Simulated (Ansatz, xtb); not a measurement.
Relative energy of two isomers of C4H3BrO

Structure X: `CC#CC(=O)Br`, a singlet. Structure Y: `O=C=C/C=C\Br`, a singlet. Both are isolated molecules in the gas phase, relaxed with B3LYP-D3(BJ)/def2-SVP; each stands in its lowest conformer found.

Quicker runs give these differences E(Y) − E(X): GFN2-xTB −0.143 eV; HF/STO-3G +0.140 eV (at GFN2-xTB geometries); r2SCAN-D4/def2-SVP −0.349 eV (at GFN2-xTB geometries).

Q: Which of the two would you expect CCSD(T)/def2-SVP + ΔMP2/def2-TZVPP electronic energies to favour?

A: Structure Y; the calculation gives E(Y) − E(X) = −0.323 eV.

How the difference moves with the method:

```json
{"level": "GFN2-xTB", "geometry": "GFN2-xTB", "E(Y) − E(X) (eV)": "−0.143", "departure from the last row (eV)": "+0.180", "job, with rough time for the two": "optimisation, 0.23 s"}
{"level": "HF/STO-3G", "geometry": "GFN2-xTB", "E(Y) − E(X) (eV)": "+0.140", "departure from the last row (eV)": "+0.463", "job, with rough time for the two": "single point, 0.8 s"}
{"level": "r2SCAN-D4/def2-SVP", "geometry": "GFN2-xTB", "E(Y) − E(X) (eV)": "−0.349", "departure from the last row (eV)": "−0.026", "job, with rough time for the two": "single point, 4.2 s"}
{"level": "B3LYP-D3(BJ)/def2-SVP", "geometry": "B3LYP-D3(BJ)/def2-SVP", "E(Y) − E(X) (eV)": "−0.354", "departure from the last row (eV)": "−0.031", "job, with rough time for the two": "optimisation, 55 s"}
{"level": "HF/def2-SVP", "geometry": "B3LYP-D3(BJ)/def2-SVP", "E(Y) − E(X) (eV)": "−0.386", "departure from the last row (eV)": "−0.063", "job, with rough time for the two": "part of the CCSD(T) run"}
{"level": "MP2/def2-SVP", "geometry": "B3LYP-D3(BJ)/def2-SVP", "E(Y) − E(X) (eV)": "−0.208", "departure from the last row (eV)": "+0.115", "job, with rough time for the two": "part of the CCSD(T) run"}
{"level": "CCSD(T)/def2-SVP", "geometry": "B3LYP-D3(BJ)/def2-SVP", "E(Y) − E(X) (eV)": "−0.283", "departure from the last row (eV)": "+0.040", "job, with rough time for the two": "single point"}
{"level": "CCSD(T)/def2-SVP + ΔMP2/def2-TZVPP", "geometry": "B3LYP-D3(BJ)/def2-SVP", "E(Y) − E(X) (eV)": "−0.323", "departure from the last row (eV)": "", "job, with rough time for the two": "single point, 63 s"}
```

As drawn, Y has 2 C=C in place of 1 C–C, 1 C≡C.

HF/STO-3G puts the two in the other order. The largest departure from CCSD(T)/def2-SVP + ΔMP2/def2-TZVPP is that of HF/STO-3G, 0.463 eV. A small imaginary or near-zero mode remains, so no thermal terms are given. The last row adds to CCSD(T) the change of the MP2 difference between the two basis sets, here −0.040 eV.

The correlated steps freeze 14 core orbitals; the filled d shell of Br is correlated, in a basis made for valence electrons. Run with Ansatz 0.2.0, xtb 6.7.1; the last row on 2 threads of Intel(R) Xeon(R) Platinum 8259CL CPU @ 2.50GHz (Skylake/Cascade Lake) on a shared host.
